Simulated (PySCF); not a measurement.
Isomers of C8H11P, one conformer each; single-point electronic energies without zero-point terms and without any empirical dispersion term.

Computed with PySCF at PBE0/pcSseg-1, non-relativistic, each on one gas-phase PBE0-D3(BJ)/def2-SVP geometry that isn't relaxed in the solvent. The solvent is an IEF-PCM continuum (van der Waals radii × 1.2). Only the electrostatic response of the medium enters.

```
           isomer  relative energy, gas (kcal/mol)  dipole (D)
  `CCc1ccc(C)cp1`                              0.0        1.82
  `CCc1ccpc(C)c1`                              0.0        2.12
`c1pcc(c(C)c1)CC`                              0.8        2.47
  `CC(C)c1ccccp1`                              2.4        1.47
`CC1=CP1C1=CCCC1`                             48.4        1.91
```

Task: How do the relative energies look in chloroform (ε = 4.711)?

Result: 
| isomer | relative energy, solvent (kcal/mol) | E(solvent) − E(gas) (kcal/mol) | dipole in solvent (D) |
| --- | --- | --- | --- |
| `CCc1ccc(C)cp1` | 0.0 | -2.4 | 2.40 |
| `CCc1ccpc(C)c1` | 0.0 | -2.4 | 2.80 |
| `c1pcc(c(C)c1)CC` | 0.7 | -2.5 | 3.24 |
| `CC(C)c1ccccp1` | 2.6 | -2.2 | 1.96 |
| `CC1=CP1C1=CCCC1` | 48.5 | -2.4 | 2.47 |

The order is unchanged, ties at the printed digit aside. Conformers: `[CH3:1][CH2:2][c:3]1[cH:4][cH:5][c:6]([CH3:7])[cH:8][p:9]1` with C1–C2–C3–C4 -82°; `[CH3:1][CH2:2][c:3]1[cH:4][cH:5][p:6][c:7]([CH3:8])[cH:9]1` with C1–C2–C3–C4 -87°; `[CH3:1][CH2:2][c:3]1[cH:4][p:5][cH:6][cH:7][c:8]1[CH3:9]` with C1–C2–C3–C4 -90°; `[CH3:1][CH:2]([CH3:3])[c:4]1[cH:5][cH:6][cH:7][cH:8][p:9]1` with C1–C2–C4–C5 -122°; `[CH3:1][C:2]1=[CH:3][P:4]1[C:5]1=[CH:6][CH2:7][CH2:8][CH2:9]1` with C3–P4–C5–C6 -159°, C2–C3–P4–C5 -95°, C5–C6–C7–C8 14°, C6–C7–C8–C9 -22°, C7–C8–C9–C5 22°. The gains span 0.3 kcal/mol, the gas-phase energies 48.4 kcal/mol.
